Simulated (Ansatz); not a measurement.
TaPt₅⁻, relaxed as a singlet with RKS PBE0-D4/def2-SVPD in Ansatz, starting from the GFN2-xTB geometry. Force threshold 0.02 eV/Å.

In the def2 sets Pt, Ta take a core potential; there is no spin–orbit coupling. The restricted singlet is unstable towards broken spin symmetry at other levels; at PBE0-D4/def2-SVPD this wasn't settled. The relaxation made no stability test and no search for a lower SCF solution. No other spin state of charge -1 was run. Another isomer (singlet) lies 0.20 eV lower at PBE0-D4/def2-TZVPD; other spin states weren't run for this one.

Start:

```xyz
6

Ta    1.5260    2.2166    0.0063
Pt   -0.6076   -0.8838   -0.0022
Pt   -0.1798    1.1042    1.5574
Pt   -0.0315   -1.9368   -2.1815
Pt    1.1141    0.2213   -1.5418
Pt   -1.8211   -0.7215    2.1618
```

```csv
step,energy (eV),largest force component (eV/Å),SCF passes
1,-17789.0833,3.874,75
2,-17790.1254,0.872,60
3,-17790.1378,0.472,47
4 (rejected),-17790.0360,1.087,52
5,-17790.1958,0.199,45
6,-17790.2059,0.013,41
7,-17790.2059,0.005,46
8,-17790.2059,0.007,45
9,-17790.2061,0.040,45
10 (rejected),-17790.1906,0.653,58
11,-17790.2087,0.197,49
12,-17790.2100,0.187,46
13,-17790.2206,0.184,58
14 (rejected),-17790.2070,0.244,55
15,-17790.2245,0.138,49
16,-17790.2269,0.017,44
```

Force components are those of the run's own axes.

End:

```xyz
6

Ta    1.328    1.970   -0.026
Pt   -0.569   -0.898    0.023
Pt   -0.378    1.280    1.338
Pt   -0.132   -1.699   -2.381
Pt    1.389    0.071   -1.306
Pt   -1.639   -0.724    2.354
```

By distances, no bond broke or formed. The bond that changes most is Ta1–Pt2, from 3.76 to 3.44 Å (atoms count from 1). The end is the same structure that another start reached.

The force fell under the threshold at step 6, but the optimiser went on and released 0.021 eV more. No frequencies were taken in this run, so the end may be a saddle point.

Run time 3 min (4 threads of Arm Neoverse V1 on a shared host), peak host memory 0.81 GiB.
